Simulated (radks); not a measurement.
Values are calculated unless marked as measured or tabulated.
Coulomb parameter of the 4f shell of the gadolinium ion Gd+ in the model configuration [Xe] 4f7 5d1 6s1, as a second difference U = [E(n + 1) + E(n - 1) - 2 E(n)] / (1)^2 with all orbitals relaxed. "Bare": the charge of the atom changes with n. "Screened": the 5d shell takes up the change at fixed total charge, which measures U(4f,4f) + U(5d,5d) - 2 U(4f,5d). Code: a radial shooting solver on a logarithmic mesh with Libxc functionals. Model: scalar-relativistic Kohn-Sham, PBE, spin-unpolarised, spherical densities, finite nucleus; Fermi nuclear charge, rms radius 5.1569 fm.

case            configuration  E - E(n) (eV)
start        [Xe] 4f7 5d1 6s1          0.000
bare +1      [Xe] 4f8 5d1 6s1         -8.106
bare -1      [Xe] 4f6 5d1 6s1         23.368
screened +1      [Xe] 4f8 6s1         -4.332
screened -1  [Xe] 4f6 5d2 6s1          9.305

U(bare) = 15.262 eV, U(screened by 5d) = 4.973 eV, against the Slater integral F0(4f,4f) = 29.475 eV with frozen orbitals.
